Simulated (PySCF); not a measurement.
C7H12NPSi.
Z-matrix (Å and degrees, GFN2-xTB geometry), rows numbered from 1:
```
C 
Si  1  1.9091
C   2  1.8998  1  111.73
C   2  1.9090  1  109.42  3   124.29
C   2  1.9118  1  107.50  3  -119.27
N   5  1.3158  2  115.71  1   121.11
C   6  1.3198  5  123.34  2  -179.91
C   7  1.3880  6  125.69  5    -0.08
C   8  1.3796  7  121.84  6     0.05
P   9  1.7366  8  123.95  7     0.04
H   1  1.0860  2  111.31  3    59.92
H   1  1.0864  2  110.97  3   179.72
H   1  1.0853  2  111.38  3   -60.24
H   3  1.0854  2  111.42  1    61.51
H   3  1.0847  2  110.95  1  -178.13
H   3  1.0848  2  110.97  1   -58.84
H   4  1.0860  2  111.28  1   175.91
H   4  1.0854  2  111.41  1   -63.93
H   4  1.0864  2  110.93  1    56.13
H   7  1.0844  6  114.60  5   179.90
H   8  1.0820  7  118.70  6  -179.96
H   9  1.0850  8  118.78  7   179.99
```

Probes without a nucleus sit at each ring's centroid and 1 Å off its mean plane on both sides; NICS is minus the shielding there, NICSzz its component along the normal. Level: GIAO PBE0/pcSseg-1 (PySCF, non-relativistic, gas phase) on the GFN2-xTB geometry, one conformer.

Ring bond lengths (Å), with Mayer bond orders in brackets: C5–N6 1.316 (1.44), N6–C7 1.320 (1.49), C7–C8 1.388 (1.38), C8–C9 1.380 (1.46), C9–P10 1.737 (1.32), P10–C5 1.763 (1.26).

Q: Give the NICS values of each ring in ppm.

A: 
| ring | type | NICS(0) | NICS(1), two faces | NICS(1)zz, two faces | rms pucker (Å) | centre to ring atoms, mean (Å) |
| --- | --- | --- | --- | --- | --- | --- |
| C5–N6–C7–C8–C9–P10 | 6-membered ring with N and P; formal bonds all aromatic | -5.3 | -10.3 / -10.3 | -24.9 / -24.9 | 0.00 | 1.47 |

Q: What do they say, and how far can they be read as aromaticity?

A: 
- C5–N6–C7–C8–C9–P10: mean NICS(1)zz -24.9 ppm, shielded.

Q: How equal are the bonds by HOMA? Use HOMA with the parameters of Krygowski (1993).

A: 
- C5–N6–C7–C8–C9–P10: HOMA 0.88; the largest term is that of P10–C5, α(R − Ropt)² = 0.50.

Q: At the first NICS(1) probe listed for ring C5–N6–C7–C8–C9–P10, 1 Å off the ring, what do the in-plane components average?

A: The isotropic value is a third of the trace: (3 × -10.3 − (-24.9))/2 = -3.0 ppm.

Q: List the ring angles and the Hirshfeld charges of the ring atoms.

A: 
- C5–N6–C7–C8–C9–P10: C5 125.9° (-0.079 e), N6 123.3° (-0.139 e), C7 125.7° (+0.021 e), C8 121.8° (-0.046 e), C9 123.9° (-0.092 e), P10 99.2° (+0.095 e); sum 720.0° against 720° for a flat convex ring.
